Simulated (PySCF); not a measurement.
CH5FOSi2, SMILES F[Si@H]1CO[SiH2]1. Atoms are numbered in the order given.

```xyz
10

F     -1.4791     1.6272    -0.7215
Si    -0.6958     0.6281     0.3263
C     -0.7542    -1.2627    -0.0651
O      0.6548    -1.5671     0.1055
Si     1.5157    -0.0792     0.0310
H     -1.1749     0.9970     1.7056
H     -1.3570    -1.8880     0.6292
H     -1.0975    -1.4837    -1.1019
H      2.1805     0.1724    -1.2990
H      2.5681    -0.0143     1.1041
```
Charge 0, spin multiplicity 1.

Geometry optimised at PBE-D3(BJ)/def2-SVP. The structure was generated by enumeration; whether it is a known compound was not checked.

These are ωB97X/def2-TZVP (PySCF) values and carry that method's errors.

ESP charges are fitted to the potential on shells at 1.4 to 2.0 van der Waals radii. Atomic charges (e):

| atom | ESP fit | Mulliken |
|---|---|---|
| F1 | -0.27 | -0.33 |
| Si2 | 0.40 | 0.46 |
| C3 | -0.14 | -0.17 |
| O4 | -0.33 | -0.39 |
| Si5 | 0.24 | 0.29 |
| H6 | -0.06 | -0.03 |
| H7 | 0.10 | 0.12 |
| H8 | 0.12 | 0.12 |
| H9 | -0.03 | -0.03 |
| H10 | -0.04 | -0.03 |

Computed Mayer and Wiberg (Löwdin basis) orders of the bonds:
| bond | Mayer | Wiberg |
|---|---|---|
| F1–Si2 | 1.05 | 1.66 |
| Si2–C3 | 0.92 | 1.09 |
| C3–O4 | 0.95 | 1.44 |
| Si2–Si5 | 0.95 | 1.04 |
| O4–Si5 | 1.06 | 1.43 |
| Si2–H6 | 0.93 | 0.93 |
| C3–H7 | 0.95 | 0.90 |
| C3–H8 | 0.94 | 0.90 |
| Si5–H9 | 0.93 | 0.95 |
| Si5–H10 | 0.94 | 0.96 |
